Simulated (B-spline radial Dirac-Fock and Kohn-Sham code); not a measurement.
## Binding energies of Pb⁺ at several levels of theory

System: Pb⁺ in the configuration [Xe] 4f14 5d10 6s2 6p1.

The density-functional columns are spherical, spin-unpolarised Dirac-Kohn-Sham results without Breit or QED terms: −ε is minus the orbital energy of the initial state and ΔSCF the difference of two total energies. The reference in the last column comes from Dirac-Fock energy differences between relaxed states, corrected for Breit and QED terms. All numbers are from a radial atomic solver, in eV; a selection of levels is shown. For the 1s level of heavy atoms much of the gap between ΔSCF and the reference is the Breit and QED part, -493.9 eV here; for other levels the error of the functional can be larger.

| level | PBE −ε | PBE ΔSCF | LDA −ε | LDA ΔSCF | Dirac-Fock |
| --- | --- | --- | --- | --- | --- |
| 1s | 87925.1 | 88569.6 | 87856.4 | 88498.6 | 88015.1 |
| 2s | 15720.2 | 15839.6 | 15709.8 | 15829.5 | 15883.0 |
| 2p1/2 | 15103.7 | 15259.1 | 15098.7 | 15254.3 | 15214.8 |
| 2p3/2 | 12914.4 | 13042.5 | 12911.8 | 13040.1 | 13050.4 |
| 3s | 3779.1 | 3814.4 | 3776.3 | 3811.7 | 3873.5 |
| 3p1/2 | 3499.2 | 3537.4 | 3498.1 | 3536.4 | 3575.1 |
| 3p3/2 | 3010.8 | 3044.6 | 3010.3 | 3044.3 | 3087.1 |
| 3d3/2 | 2548.3 | 2589.3 | 2548.5 | 2589.6 | 2602.4 |
| 3d5/2 | 2444.3 | 2483.8 | 2444.6 | 2484.1 | 2500.3 |
| 4s | 861.4 | 877.6 | 860.1 | 876.2 | 915.1 |
| 4p1/2 | 740.0 | 756.1 | 739.4 | 755.5 | 785.6 |
| 4p3/2 | 620.5 | 635.5 | 619.7 | 634.8 | 665.4 |
| 4d3/2 | 422.1 | 437.0 | 422.0 | 437.0 | 454.5 |
| 4d5/2 | 399.7 | 414.4 | 399.7 | 414.3 | 432.1 |
| 4f5/2 | 143.0 | 157.3 | 143.4 | 157.8 | 156.9 |
| 4f7/2 | 137.9 | 152.2 | 138.4 | 152.6 | 152.0 |
| 5s | 151.3 | 160.1 | 151.6 | 160.4 | 169.9 |
| 5p1/2 | 109.8 | 118.3 | 110.2 | 118.7 | 124.0 |
| 5p3/2 | 87.52 | 95.45 | 87.66 | 95.61 | 101.9 |
| 5d3/2 | 30.37 | 37.25 | 30.57 | 37.46 | 36.15 |
| 5d5/2 | 27.77 | 34.51 | 27.95 | 34.70 | 33.60 |
| 6s | 19.18 | 23.79 | 19.54 | 24.20 | 21.80 |
| 6p | 9.99 | 13.61 | 10.29 | 13.92 | 13.22 |

Task: Order the estimates of the K (1s) level by their distance from the Dirac-Fock value, nearest first.
A. PBE ΔSCF
B. LDA −ε
C. LDA ΔSCF
D. PBE −ε

Result: D (90.0 eV), B (158.7 eV), C (483.6 eV), A (554.6 eV).

An eigenvalue near the reference for a deep level is a cancellation of errors: it lacks relaxation, carries self-interaction and omits Breit and QED terms.

Values without a named source are computed, but for edge energies of neutral atoms, which are taken from tables.
